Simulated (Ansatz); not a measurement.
`[SiH3][O][Zn][O][SiH3]` + `[OH][Ga]([OH])[SH]` → `[OH][Ga]([SH])[O][SiH3]` + `[OH][Zn][O][SiH3]`  (ligand exchange at the Si–O bond)

Program: Ansatz. Geometries: PBE0-D4/def2-TZVP. ΔE: electronic, gas phase. CBS: MP2 limit from def2 TZ/QZ plus the TZ coupled-cluster correction, frozen cores. Functionals use def2-TZVPP. B3LYP here is the variant with VWN-RPA as its local correlation; programs differ in this. For Ga, Zn outer-core shells are correlated without core-valence functions, which leaves a few kJ/mol of doubt a bond. Scalar relativity is left out up to krypton. Each species was taken in one conformer, which may not be the lowest.

| level | ΔE (kJ/mol) | difference from CCSD(T)/CBS |
| --- | --- | --- |
| PBE-D4 | 2.9 | -3.7 |
| r2SCAN-D4 | 5.1 | -1.5 |
| PBE0-D4 | 5.4 | -1.2 |
| B3LYP-D4 | 4.0 | -2.6 |
| ωB97X-V | 6.5 | -0.1 |
| ωB97M-V | 5.8 | -0.8 |
| B2PLYP | 6.7 | 0.1 |
| PBE | 4.8 | -1.8 |
| r2SCAN | 5.7 | -0.9 |
| PBE0 | 7.2 | 0.6 |
| B3LYP | 7.0 | 0.4 |
| HF/def2-TZVPP | 12.5 | 5.9 |
| MP2/def2-TZVPP | 6.1 | -0.5 |
| SCS-MP2/def2-TZVPP | 7.0 | 0.4 |
| CCSD/def2-TZVPP | 7.6 | 1.0 |
| CCSD(T)/def2-TZVPP | 6.5 | -0.1 |
| HF/def2-QZVPP | 12.7 | 6.1 |
| MP2/def2-QZVPP | 6.2 | -0.4 |
| SCS-MP2/def2-QZVPP | 7.1 | 0.5 |
| HF/CBS(def2) | 12.7 | 6.1 |
| MP2/CBS(def2) | 6.2 | -0.4 |
| CCSD/CBS(def2) | 7.6 | 1.0 |
| CCSD(T)/CBS | 6.6 | 0 |

Largest T1 diagnostic among the species: 0.016.

The D4 term adds −3.0 kJ/mol with B3LYP and −1.8 kJ/mol with PBE0; it sums over pairs of atoms, weighted by their polarisabilities, and B3LYP, whose exchange is more repulsive, gets the larger term. In def2-TZVPP, CCSD(T) changes the Hartree–Fock value by −6.1 kJ/mol (the triples alone add −1.1 kJ/mol) and MP2 by −6.4 kJ/mol.
